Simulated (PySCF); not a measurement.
CH₆ClPSn.
Numbering: `[CH3:1][Sn@@H:2]([PH2:3])[Cl:4]` (hydrogens: H5, H6, H7 on C1; H8 on Sn2; H9, H10 on P3)

Geometry (PBE0-D3(BJ)/def2-SVP, Å), atoms numbered from 1 in this order:
```
atom  x, y, z in Å
C1    -1.7665   -0.3105    0.0103
Sn2    0.1855    0.5521    0.1601
P3     1.9946   -1.0423   -0.5514
Cl4    0.2196    2.2346   -1.5019
H5    -2.0142   -0.8730    0.9210
H6    -1.7942   -0.9818   -0.8587
H7    -2.4934    0.5007   -0.1332
H8     0.4684    1.3758    1.6389
H9     2.2532   -1.4563    0.7948
H10    2.9883   -0.0158   -0.5029
```

Computed with PBE0-D3(BJ)/def2-SVP geometry optimisation, gas phase, def2 core potentials past Kr in PySCF.

Take the most abundant isotopes and a rigid rotor. The values belong to one conformer with, in the numbering `[CH3:1][Sn@@H:2]([PH2:3])[Cl:4]`, C1–Sn2–P3–H -96° and 171°.

Task: What are A, B and C (MHz)?

Result: Ia = 194.42, Ib = 293.94, Ic = 414.71 u·Å²; 505379 MHz·u·Å²/I gives A = 2599, B = 1719, C = 1219 MHz.

Task: Classify the top.

Result: An asymmetric top: κ = (2 × 1719 − 2599 − 1219)/(2599 − 1219) ≈ -0.27.

Task: What does the inertial defect say?

Result: Not planar: Δ = Ic − Ia − Ib = -73.65 u·Å². For a rigid frame Δ = −2 Σ m c², so Σ m c² = 36.82 u·Å² lies off the ab plane: 9.92 from hydrogen and 26.90 from heavier atoms. The atom farthest from that plane is 2.01 Å away.

Task: List the rotational levels J(Ka,Kc) to J = 4 (MHz).

Result: Above 0(0,0):
J = 1: 1(0,1) 2938, 1(1,1) 3818, 1(1,0) 4319
J = 2: 2(0,2) 8653, 2(1,2) 9193, 2(1,1) 10695, 2(2,1) 13336, 2(2,0) 13496
J = 3: 3(0,3) 16910, 3(1,3) 17168, 3(1,2) 20138, 3(2,2) 22149, 3(2,1) 22867, 3(3,1) 27890, 3(3,0) 27924
J = 4: 4(0,4) 27572, 4(1,4) 27674, 4(1,3) 32457, 4(2,3) 33773, 4(2,2) 35575, 4(3,2) 39886, 4(3,1) 40110, 4(4,1) 47594, 4(4,0) 47600
The levels of one J sum to (2J + 1)J(J + 1)(A + B + C)/3.

Task: Which types of transition are allowed, and where do some lines up to J = 3 fall?

Result: The dipole components are |μa| = 1.66 D, |μb| = 2.35 D, |μc| = 0.85 D. Intensities carry the squares of the components, which stand as 0.50 : 1.00 : 0.13 (a : b : c). Some lines, for components of 0.1 D or more:

```
type  branch         J(Ka,Kc)    MHz  lower level (cm⁻¹)
   a       Q  1(1,0) ← 1(1,1)    501               0.127
   b       Q  1(1,0) ← 1(0,1)   1381               0.098
   a       Q  2(1,1) ← 2(1,2)   1502               0.307
   c       Q  2(2,1) ← 2(1,1)   2640               0.357
   b       Q  3(2,1) ← 3(1,2)   2729               0.672
   a       R  1(0,1) ← 0(0,0)   2938               0.000
   c       Q  3(3,1) ← 3(2,1)   5023               0.763
   b       Q  3(3,0) ← 3(2,1)   5057               0.763
   a       R  2(1,2) ← 1(1,1)   5375               0.127
   a       R  2(0,2) ← 1(0,1)   5715               0.098
   b       R  2(1,2) ← 1(0,1)   6255               0.098
   b       R  3(1,2) ← 2(2,1)   6802               0.445
   b       R  3(0,3) ← 2(1,2)   7717               0.307
   a       R  3(1,3) ← 2(1,2)   7974               0.307
   b       R  3(1,3) ← 2(0,2)   8514               0.289
   a       R  3(2,2) ← 2(2,1)   8814               0.445
   b       R  2(2,1) ← 1(1,0)   9017               0.144
   c       R  2(2,0) ← 1(1,0)   9177               0.144
   a       R  3(2,1) ← 2(2,0)   9371               0.450
   c       R  2(2,1) ← 1(1,1)   9517               0.127
   c       R  3(1,2) ← 2(0,2)  11484               0.289
   c       R  3(2,1) ← 2(1,1)  12172               0.357
   b       R  3(2,1) ← 2(1,2)  13674               0.307
   c       R  3(3,0) ← 2(2,0)  14428               0.450
```

Not checked by PBE0-D3(BJ)/def2-SVP frequencies. Constants of a rigid frame at the computed geometry: no zero-point averaging, no centrifugal distortion. A rigid rotor knows nothing of internal rotation, which can split or shift real lines. Quadrupole hyperfine structure (35Cl) is left out.
